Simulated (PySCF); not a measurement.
## Two-component Hartree-Fock for Tl⁴⁺ (thallium, charge +4)

Start: [Xe] 4f14 5d9; 5d3/2 filled at m_j = -3/2, -1/2, +1/2, +3/2; 5d5/2 filled at m_j = -3/2, -1/2, +1/2, +3/2, +5/2. Calculated with PySCF 2.14 in x2c-TZVPall-2c (11s11p9d3f, 110 functions): generalised Hartree-Fock with the X2C-1e Hamiltonian and a Gaussian nucleus; one run each with spin-orbit coupling (SO) switched off, then screened by Boettger's factors.

```tsv
spinor shell	electrons	ε, spin-free (eV)	ε, screened SO (eV)	weight of nominal j (screened SO)	rms radius, screened SO (bohr)
1s1/2	2	-86063.1	-86027.0	1.000	0.0184
2s1/2	2	-15519.1	-15507.6	1.000	0.0743
2p1/2	2	-13371.2	-14863.5	1.000	0.0628
2p3/2	4	-13371.2	-12792.7	1.000	0.0710
3s1/2	2	-3811.4	-3807.5	1.000	0.189
3p1/2	2	-3183.6	-3518.0	1.000	0.181
3p3/2	4	-3183.6	-3051.1	1.000	0.197
3d3/2	4	-2521.4	-2579.1	1.000	0.173
3d5/2	6	-2521.4	-2479.7	1.000	0.178
4s1/2	2	-925.22	-923.95	1.000	0.416
4p1/2	2	-716.02	-798.26	1.000	0.420
4p3/2	4	-716.02	-683.07	1.000	0.454
4d3/2	4	-464.94	-477.70	1.000	0.465
4d5/2	6	-464.94	-455.42	1.000	0.476
5s1/2	2	-198.37	-198.12	1.000	0.940
4f5/2	6	-185.46	-187.50	0.999	0.509
4f7/2	8	-185.46	-182.85	0.999	0.510
5p1/2	2	-138.53	-154.28	0.999	1.01
5p3/2	4	-138.53	-132.13	0.999	1.09
5d3/2	4	-67.230	-68.925	0.976	1.36
5d5/2	5	-67.230	-65.939	0.981	1.41
```

```csv
quantity,spin-free,screened SO
E (hartree),-20226.51725,-20261.40703
M_J,5/2,5/2
⟨J²⟩,8.759,8.760
⟨L²⟩,6.007,6.190
⟨S²⟩,0.752,0.935
```

Each row is a mean over spinors that exchange with the open shell spreads, by up to 5.386 eV (5p3/2).

Breit and QED terms are absent; they matter most for the inner s and p1/2 levels.

Densities and radii are taken from the X2C orbitals without a picture-change correction, which distorts them close to the nucleus.

Without spin-orbit coupling the j labels of p, d and f shells carry no meaning; the spin-free column gives the mean over the occupied spinors of each nl shell.
